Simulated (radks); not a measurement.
Values are calculated unless marked as measured or tabulated.
Neutral terbium inside a hard spherical wall (all orbitals vanish at R), configuration held at [Xe] 4f9 6s2 and not refilled when levels cross. Code: a radial shooting solver on a logarithmic mesh with Libxc functionals. Model: scalar-relativistic Kohn-Sham, LDA (Slater exchange, VWN5 correlation), spin-unpolarised, spherical densities, point nucleus. Eigenvalues in eV, with the zero of energy where the potential of the charges vanishes at infinity; a dash marks a level that is unbound or too diffuse for the functional's potential to be trusted. A positive occupied level is held by the wall or, in an anion where self-interaction has pushed it up, behind a barrier. The pressure on the wall is -dE/dV.

R (bohr),E (hartree),kinetic (hartree),e(5s),e(5p),e(6s),e(4f),"e(5d, empty)","e(6p, empty)",pressure (GPa)
free,-11701.2434,12592.037,-47.633,-24.955,-3.851,-3.245,-1.463,-1.219,0
20,-11701.2434,12592.037,-47.633,-24.955,-3.851,-3.245,-1.463,-1.218,< 0.0001
15,-11701.2434,12592.038,-47.631,-24.953,-3.849,-3.243,-1.460,-1.204,0.000162
7,-11701.2010,12592.283,-46.401,-23.749,-2.594,-2.029,-0.241,1.191,1.90
5,-11700.9505,12593.298,-43.609,-21.091,2.117,0.846,2.992,8.495,28.2
4,-11700.3591,12595.545,-39.966,-17.634,11.054,4.900,7.873,20.986,156
3.5,-11699.5669,12598.557,-36.390,-14.090,21.462,9.113,13.019,34.510,435
3,-11697.7690,12605.250,-30.015,-7.350,42.088,16.829,22.674,59.748,1410
2,-11679.6217,12665.150,13.946,43.782,193.05,63.224,91.077,228.36,27200
1.5,-11629.7135,12814.621,117.58,163.66,497.07,139.34,235.17,549.65,200000
